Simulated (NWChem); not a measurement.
# CH5ClSi; SMILES C[SiH2]Cl

Results from NWChem. Pople sets run with spherical d functions. Medium grid unless said otherwise, to which SCAN and Minnesota functionals are sensitive. All runs use the structure optimised with PBE-D3(BJ)/def2-SVP.

Problem. What does the run give for M06-L/6-31G*? Quantities: highest occupied level (eV); orbital gap (eV); dipole (D).

Solution. 
```json
{
  "highest occupied level (eV)": "-7.66",
  "orbital gap (eV)": "7.66",
  "dipole (D)": "2.34"
}
```
